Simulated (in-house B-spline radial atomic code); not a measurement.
What moves the levels of Gd II (Gd+) ([Xe] 4f7 5d1 6s1)? Method: Dirac-Hartree-Fock, average of configuration, Fermi nucleus of rms radius 5.1569 fm. Calculated with a radial B-spline atomic code at the basis-set limit.

Baseline run (computed): total energy -11274.0145 hartree, 1s1/2 at -1857.66 hartree, 6s1/2 at -11.19 eV with <r> = 3.859 bohr.

Scaling the speed of light c (a factor of 100 is close to the non-relativistic limit):

```
c/c0  ΔE (hartree)  6s1/2 level (eV)  6s1/2 <r> (bohr)
0.95       -55.776          -11.2817             3.831
0.98       -21.108          -11.2244             3.848
1.02         19.68          -11.1578             3.869
   2        349.93          -10.6497             4.036
 100        454.26          -10.4999             4.089
```

Changing the nucleus:

| nucleus | ΔE (eV) |
| --- | --- |
| Gaussian nucleus of rms radius 5.1569 fm | -0.128 |
| uniform spherical nucleus of rms radius 5.1569 fm | 0.0355 |
| Gaussian nucleus of rms radius 0.01 fm | -23.5 |
| Fermi nucleus of rms radius 5.0538 fm | -0.821 |
| Fermi nucleus of rms radius 5.26 fm | 0.834 |

A larger nucleus binds the electrons less, roughly as the density at the nucleus times the change of the nuclear <r²>. At equal rms radius the shape enters only through higher moments. A radius of 0.01 fm is nearly a point.

Task: The nuclear charge is raised by 0.1. What does the Hellmann-Feynman theorem predict for the energy, and what is found?

Result: dE/dZ ≈ -Σ<1/r>, which is -432.602 at the start and -433.596 at the end; their mean times 0.1 is -43.31 hartree, and the two runs differ by -43.309 hartree.
